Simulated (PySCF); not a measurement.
C4H9NSi, SMILES CC#C[SiH2]CN.

Coordinates come from a PBE0-D3(BJ)/def2-SVP optimisation. This is a generated structure with no PubChem entry under its InChIKey; it may be hypothetical. One conformer was computed; it need not be the lowest.

Two levels are set side by side: PBE/def2-TZVP (PySCF) and B3LYP/def2-TZVP (PySCF). Same geometry, gas phase. Differences are taken from unrounded values.

```csv
quantity,B3LYP
orbital gap (eV),6.52
highest occupied level (eV),-6.57
lowest empty level (eV),-0.05
dipole moment (D),2.27
mean polarisability (bohr³),83.5
```

Problem. What does PBE give, and how far is it from B3LYP? (The exact figures need the calculation; the answer reports its results.)

Solution. 
| quantity | PBE | PBE minus B3LYP |
|---|---|---|
| orbital gap (eV) | 4.59 | -1.93 |
| highest occupied level (eV) | -5.33 | 1.24 |
| lowest empty level (eV) | -0.75 | -0.70 |
| dipole moment (D) | 2.31 | 0.04 |
| mean polarisability (bohr³) | 86.5 | 3.0 |

Without exact exchange PBE keeps part of each electron's self-repulsion, which lifts occupied levels and narrows the gap. PBE's more diffuse valence density responds more strongly to a field. Differences between two approximate levels are no errors against the true value.

Rough cost on one machine, each run with all the roots and properties that it gave: B3LYP against PBE within a factor of 2.
